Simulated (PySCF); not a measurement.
**BeSi and its ions**

UHF-CCSD(T); basis Be pcseg-1, Si pcseg-1; no relativity; PySCF 2.14. Neutral (UHF): triplet (π ↑↑), Re = 2.175 Å, ωe = 526 cm⁻¹, De = 0.82 eV.

BeSi⁺ (UHF): doublet (π ↑), Re = 2.355 Å, ωe = 419 cm⁻¹, De = 1.29 eV to Be + Si⁺. The energies at the minima are -303.51477 hartree for BeSi and -303.24557 for BeSi⁺.

Problem. Work out the adiabatic ionisation energy, without and with harmonic zero-point energies (1 hartree = 27.2114 eV, 1 eV = 8065.5 cm⁻¹), and the change of the bond length.

Solution. At UHF-CCSD(T): 0.26920 hartree = 7.325 eV between the minima; the zero-point term (419.0 − 526.0)/2 cm⁻¹ = -0.007 eV makes it 7.319 eV. Re changes by +18.0 pm against the neutral. The electron leaves a π orbital, and the longer bond of the ion fits a bonding orbital, or a change in how ionic the bond is.

Correlated steps freeze 5 core orbitals. Correlated levels converge slowly with the basis: in double zeta they bind strong bonds too weakly, by up to about 1 eV, and carry superposition errors of some tenths. For an ion De counts to the pair picked by the measured ionisation energies or electron affinities, which need not be the lowest pair at this level. The CCSD T1 diagnostic is raised in BeSi, a sign that a single reference may not be enough there. States were picked by a PBE0 search and need not be the measured ground states.
